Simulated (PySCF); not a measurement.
**Two-component Hartree-Fock for Hg⁴⁰⁺ (mercury, charge +40)**

Start: [Kr] 4d4; 4d3/2 filled at m_j = -3/2, -1/2, +1/2, +3/2. Calculated with PySCF 2.14 in an even-tempered Gaussian basis (16 s from 4.8 bohr⁻², ratio 2.8; 14 p from 6.2 bohr⁻², ratio 2.8; 9 d from 6.2 bohr⁻², ratio 2.8; 3 f from 24 bohr⁻², ratio 3): generalised Hartree-Fock with the X2C-1e Hamiltonian and a Gaussian nucleus; one run each with spin-orbit coupling (SO) switched off, then screened by Boettger's factors.

| spinor shell | electrons | ε, spin-free (eV) | ε, screened SO (eV) | weight of nominal j (screened SO) | rms radius, screened SO (bohr) |
| --- | --- | --- | --- | --- | --- |
| 1s1/2 | 2 | -85379.2 | -85342.7 | 1.000 | 0.0187 |
| 2s1/2 | 2 | -16778.1 | -16764.9 | 1.000 | 0.0756 |
| 2p1/2 | 2 | -14732.7 | -16139.3 | 1.000 | 0.0640 |
| 2p3/2 | 4 | -14732.7 | -14179.8 | 1.000 | 0.0720 |
| 3s1/2 | 2 | -5389.4 | -5384.0 | 1.000 | 0.191 |
| 3p1/2 | 2 | -4784.8 | -5105.6 | 1.000 | 0.182 |
| 3p3/2 | 4 | -4784.8 | -4653.8 | 1.000 | 0.198 |
| 3d3/2 | 4 | -4149.7 | -4208.6 | 1.000 | 0.173 |
| 3d5/2 | 6 | -4149.7 | -4104.6 | 1.000 | 0.177 |
| 4s1/2 | 2 | -2378.8 | -2376.5 | 1.000 | 0.399 |
| 4p1/2 | 2 | -2151.4 | -2263.0 | 1.000 | 0.397 |
| 4p3/2 | 4 | -2151.4 | -2104.2 | 1.000 | 0.427 |
| 4d3/2 | 4 | -1920.0 | -1930.9 | 1.000 | 0.408 |

| quantity | spin-free | screened SO |
| --- | --- | --- |
| E (hartree) | -18608.97589 | -18643.42247 |
| M_J | 0 | 0 |
| ⟨J²⟩ | 4.001 | 0.000 |
| ⟨L²⟩ | 6.001 | 2.517 |
| ⟨S²⟩ | 6.000 | 2.517 |

Breit and QED terms are absent; they matter most for the inner s and p1/2 levels.

Densities and radii are taken from the X2C orbitals without a picture-change correction, which distorts them close to the nucleus.

Without spin-orbit coupling the j labels of p, d and f shells carry no meaning; the spin-free column gives the mean over the occupied spinors of each nl shell, and its ⟨J²⟩ belongs to a mixture of degenerate components.
